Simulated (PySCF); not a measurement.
## Working with the constants of ICl

RHF-CCSD(T) constants of ICl, ¹Σ⁺ (singlet), closed shell (PySCF, scalar-relativistic core potentials, basis sets I def2-TZVPP with ECP28, Cl def2-TZVPP; masses 126.9045 and 34.9689 u):

- ωe: 384.8 cm⁻¹
- ωexe: 1.44 cm⁻¹
- Be: 0.11321 cm⁻¹
- αe: 0.000519 cm⁻¹
- D (centrifugal): 3.92e-08 cm⁻¹
- De to I + Cl: 2.17 eV

(1) Give the band origin of the fundamental and the first lines of its P and R branches.

(2) Near which J would the R branch turn back, without centrifugal distortion?

Correlated steps freeze 9 core orbitals. These are scalar-relativistic numbers at best; spin–orbit coupling would shift them, the dissociation energy most. Where the molecule has an RHF reference, its open-shell atoms are computed with UHF.

## Answers

(1) ν0 = ωe − 2ωexe = 381.9 cm⁻¹, B0 = 0.11295, B1 = 0.11243 cm⁻¹.

| J″ | P(J″) − ν0 | R(J″) − ν0 |
| --- | --- | --- |
| 0 |  | 0.225 |
| 1 | -0.226 | 0.449 |
| 2 | -0.453 | 0.671 |
| 3 | -0.681 | 0.893 |
| 4 | -0.910 | 1.114 |
| 5 | -1.140 | 1.334 |
| 6 | -1.371 | 1.552 |

(2) At J ≈ (B0 + B1)/(2(B0 − B1)) − 1 ≈ 220.
